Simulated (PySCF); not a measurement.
# Static response to an electric field

Compound: 3-ethylthiophene, C6H8S.
Cartesian coordinates in Å at the PBE0-D3(BJ)/def2-SVP level; atoms count from 1:
```
atom  x, y, z in Å
C1    -1.9891   -0.5273    0.5637
C2    -1.1788   -0.4466   -0.7273
C3     0.2289    0.0262   -0.5077
C4     1.2598   -0.7740    0.0793
C5     2.4476   -0.1075    0.2125
S6     2.3348    1.5027   -0.3721
C7     0.6844    1.2888   -0.7990
H8    -1.5173   -1.2085    1.2886
H9    -2.0644    0.4608    1.0424
H10   -3.0093   -0.8937    0.3715
H11   -1.1547   -1.4389   -1.2086
H12   -1.6799    0.2266   -1.4404
H13    1.1189   -1.8123    0.3855
H14    3.3874   -0.4802    0.6175
H15    0.1246    2.1077   -1.2497
```

Level: CAM-B3LYP/def2-SVPD (PySCF), static field, nuclei fixed, core orbitals frozen in the response. The polarisability tensor in these axes (au):

```
x   104.38  11.44   3.68
y    11.44  90.02  -7.79
z     3.68  -7.79  68.00
```

Problem. What are the eigenvalues, a third of the trace, and Δα (Δα² = ½Σ(αi − αj)² over the three pairs)?

Solution. Principal values 64.20, 87.48 and 110.72 au; mean 87.47 au = 12.96 Å³ = 14.42 × 10⁻⁴⁰ C²·m²/J; Δα = 40.28 au (46 % of the mean).

Problem. What is the dipole moment, and where does it point?

Solution. (-0.71, -0.59, 0.04) D, 0.92 D in size, pointing from the negative to the positive side. Measured along this direction, the outermost atoms are S6 at the negative end and H10 at the positive end.

Problem. Orientational against electronic polarisability at 250 K (dilute gas, rigid molecules)?

Solution. In Gaussian units μ²/3kT = 8.22 Å³ against 12.96 Å³, a ratio of 0.63; the Debye molar polarisation (4π/3)N_A(α + μ²/3kT) is 53.4 cm³/mol, leaving out the vibrational part.

Problem. Form Σ f/ω² (atomic units) for the 10 lowest TDDFT singlets, given as eV and f, and set it beside the mean polarisability, which is this sum over all singlets: 5.72, 0.0886; 5.91, 0.0915; 6.18, 0.0050; 6.37, 0.0029; 6.64, 0.0140; 6.90, 0.0051; 7.08, 0.0486; 7.34, 0.0753; 7.40, 0.0184; 7.41, 0.2006.

Solution. They add up to 9.11 au, 10.4 % of the 87.47 au; the largest single term is 2.70 au, from the state at 7.41 eV. Terms in order: 2.00, 1.94, 0.10, 0.05, 0.24, 0.08, 0.72, 1.04, 0.25, 2.70 au. Higher excitations give the rest. The strengths listed sum to 0.550.

Problem. Refractivity n − 1 of an ideal gas of it at 350 K and 1 atm, from the electronic α?

Solution. N = p/kT = 2.0968 × 10¹⁹ cm⁻³, so n − 1 = 2π × N × 12.96 × 10⁻²⁴ cm³ = 1708 × 10⁻⁶ at long wavelengths, for an ideal gas.

Problem. Directions of the eigenvectors, and the extent of the frame along each?

Solution. Largest value along (0.87, 0.49, -0.01), where the nuclei span 5.84 Å; middle along (-0.45, 0.80, -0.40), 4.29 Å; least along (-0.19, 0.36, 0.91), 2.91 Å. The response follows the extents in order.

Problem. Find the Langevin capture rate constant for NO+ (29.998 u) meeting this molecule (112.035 u), k = 2.342 × 10⁻⁹ cm³/s × √(α in Å³ / reduced mass in u).

Solution. The reduced mass is 23.66 u, so k = 1.73 × 10⁻⁹ cm³/s. The formula leaves out the permanent dipole, which adds to the capture rate.

Geometry: PBE0-D3(BJ)/def2-SVP, one conformer, isolated molecule.
